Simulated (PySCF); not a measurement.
Gas-phase reaction: GeH3 + SiH4 = H3SiGeH3 + H

Method: PySCF energies (xtb for GFN2) plus ideal-gas RRHO corrections (1 bar). † marks an energy on the PBE0/def2-TZVP geometry and frequencies; other levels use their own. CCSD(T) freezes the core. Open shells (unrestricted): GeH3 (multiplicity 2), H (multiplicity 2); the rest are closed-shell singlets. GFN2 has no spin-polarisation term. Ge: all electrons, no relativistic terms. GeH3: computed as isolated molecules; such fragments, hydroxides, amides, oligomers or adducts are transient or little studied in the gas. CCSD(T) isn't extrapolated to the basis-set limit; its ΔH°(298 K) is 82.8 kJ in def2-SVP and 76.8 kJ in def2-TZVPP. The harmonic model lacks anharmonicity and excited electronic states, which grow with temperature; levels with a mode under 35 cm⁻¹ are left out. Internal rotation in H3SiGeH3 is treated as a harmonic vibration of one conformer, which makes the entropy rough.

```tsv
level	ΔE electronic, kJ	ΔH°(298 K), kJ	ΔS°(298 K), J/K	ΔG°(600 K), kJ
CCSD(T)/def2-SVP†	91	83	-27	97
GFN2-xTB	139	135	-17	143
PBE0/def2-QZVP†	79	71	-27	84
PBE0/def2-SVP†	75	67	-27	80
PBE0/def2-TZVP	77	69	-27	83
LDA/def2-TZVP†	68	60	-27	73
```
ΔH° is lowest at LDA/def2-TZVP† and highest at GFN2-xTB. No reference value is set beside these.
